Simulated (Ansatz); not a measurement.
Cost and result for the atomization energy of `C=C[SiH2]NC` (14 atoms, 13 bonds).

Cartesian coordinates in Å:
```
C 0.195 -1.909 1.491
C 1.195 -1.120 1.106
Si 0.988 0.270 -0.113
N -0.682 0.643 -0.253
C -1.263 1.322 -1.392
H -0.807 -1.786 1.091
H 0.333 -2.709 2.214
H 2.180 -1.290 1.538
H 1.451 -0.096 -1.481
H 1.864 1.395 0.344
H -1.192 0.797 0.603
H -1.214 2.417 -1.327
H -2.312 1.039 -1.522
H -0.734 1.025 -2.300
```

Charge 0, multiplicity 1. All single points use the PBE0-D4/def2-TZVP geometry. It is one conformer, not always the lowest. Program: Ansatz. All runs use 4 threads of an Intel Xeon 6975P-C on a shared host. Times are those of one run each, without the atoms' runs, and a repeat can differ threefold. Electronic energies, without spin–orbit coupling; frozen cores. CCSD(T)/CBS adds CCSD(T) − MP2 in def2-TZVPP to the MP2 limit, and its time is that of the two runs behind it. T1 = 0.011. HSE06 is the plane-wave form, built on full-range PBE exchange.

CCSD(T)/CBS is a level of theory with its own doubt, some kJ/mol a heavy atom from the limit and from the frozen cores, so smaller differences don't rank the functionals.

```
                             level  functions  wall time  atomization (kcal/mol)  difference from CCSD(T)/CBS  per bond
              revPBE-D4/def2-TZVPP        292      1.3 s                  1246.4                         -6.8      -0.5
   PBE-D4/def2-TZVPP (with forces)        292      1.8 s                  1272.4                         19.2       1.5
               BHLYP-D4/def2-TZVPP        292      1.9 s                  1227.8                        -25.4      -2.0
               HSE06-D4/def2-TZVPP        292      2.1 s                  1256.3                          3.1       0.2
           CAM-B3LYP-D4/def2-TZVPP        292      2.2 s                  1261.4                          8.2       0.6
r2SCAN-D4/def2-TZVPP (with forces)        292      2.7 s                  1252.1                         -1.1      -0.1
                  CCSD(T)/def2-SVP        119      2.7 s                  1187.1                        -66.1      -5.1
               PBE-QIDH/def2-TZVPP        292      4.2 s                  1244.7                         -8.5      -0.7
                ωB97X-V/def2-TZVPP        292      4.3 s                  1257.2                          4.0       0.3
  ωB97M-V/def2-TZVPP (with forces)        292      6.5 s                  1257.6                          4.4       0.3
                    MP2/def2-QZVPP        568       17 s                  1250.1                         -3.1      -0.2
                CCSD(T)/def2-TZVPP        292    2.3 min                  1221.8                        -31.4      -2.4
                 CCSD(T)/CBS(def2)          –    2.6 min                  1253.2                          0.0       0.0
```

Leaving LDA and LC-ωPBE aside and taking each functional with its dispersion term where it has one, the values spread over 44.6 kcal/mol, from BHLYP-D4 to PBE-D4. LDA lies +151.3 kcal/mol from PBE without D4, its usual overbinding. In def2-TZVPP, CCSD(T) changes the Hartree–Fock value by +296.9 kcal/mol (the triples alone add +16.1 kcal/mol) and MP2 by +306.5 kcal/mol; breaking electron pairs costs correlation energy, which Hartree–Fock lacks. From PBE to PBE0 (25 % exact exchange), in def2-TZVPP and without D4, the atomization energy moves by −15.9 kcal/mol: exact exchange takes away binding that semilocal exchange gives to molecules.
